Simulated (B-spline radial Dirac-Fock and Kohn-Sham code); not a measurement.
## Form factor and incoherent scattering function of Pt⁷¹⁺

System: the Pt⁷¹⁺ ion in the configuration [He] 2s2 2p3.

Input of the calculation (task.json; shells as n, l, electrons):

```json
{"items": [{
  "Z": 78,
  "q": 71,
  "cfg": [[1, 0, 2], [2, 0, 2], [2, 1, 3]],
  "A": 195,
  "rrms": 5.427,
  "do": ["scatter"],
  "s": [0.0, 0.05, 0.1, 0.15, 0.2, 0.25, 0.3, 0.35, 0.4, 0.45, 0.5, 0.6, 0.7, 0.8, 0.9, 1.0, 1.1, 1.2, 1.4, 1.6, 1.8, 2.0, 2.5, 3.0, 3.5, 4.0, 5.0, 6.0],
  "pz": [0, 0.1, 0.13, 0.18, 0.24, 0.32, 0.43, 0.58, 0.78, 1.0, 1.4, 1.9, 2.5, 3.4, 4.5, 6.1, 8.1, 11.0, 15.0, 20.0, 26.0],
  "hv_scatter": [1000, 2000, 5000, 8047.8, 20000, 30000, 50000, 1000000]
}]}
```

Launch: `python xray_run.py task.json out`

Calculated with a radial B-spline solver, using Dirac-Fock orbitals of the configuration average with a finite nucleus. f₀ is the Fourier transform of the spherical electron density, S the Waller-Hartree incoherent function, and s = sin θ/λ.

| s (Å⁻¹) | f₀ | S |
| --- | --- | --- |
| 0 | 7.000 | 0.000 |
| 0.05 | 7.000 | 0.001 |
| 0.1 | 6.998 | 0.003 |
| 0.15 | 6.996 | 0.006 |
| 0.2 | 6.992 | 0.011 |
| 0.25 | 6.988 | 0.017 |
| 0.3 | 6.982 | 0.024 |
| 0.35 | 6.976 | 0.033 |
| 0.4 | 6.969 | 0.043 |
| 0.45 | 6.960 | 0.054 |
| 0.5 | 6.951 | 0.066 |
| 0.6 | 6.930 | 0.095 |
| 0.7 | 6.905 | 0.129 |
| 0.8 | 6.876 | 0.168 |
| 0.9 | 6.844 | 0.211 |
| 1 | 6.808 | 0.260 |
| 1.1 | 6.769 | 0.312 |
| 1.2 | 6.726 | 0.369 |
| 1.4 | 6.631 | 0.495 |
| 1.6 | 6.524 | 0.635 |
| 1.8 | 6.405 | 0.789 |
| 2 | 6.277 | 0.953 |
| 2.5 | 5.918 | 1.401 |
| 3 | 5.522 | 1.878 |
| 3.5 | 5.104 | 2.358 |
| 4 | 4.683 | 2.819 |
| 5 | 3.880 | 3.633 |
| 6 | 3.189 | 4.266 |

f₀ starts at the number of electrons, 7, and has fallen to half at s ≈ 5.55 Å⁻¹. The sum of ⟨r²⟩ over the electrons is 0.02660 bohr².
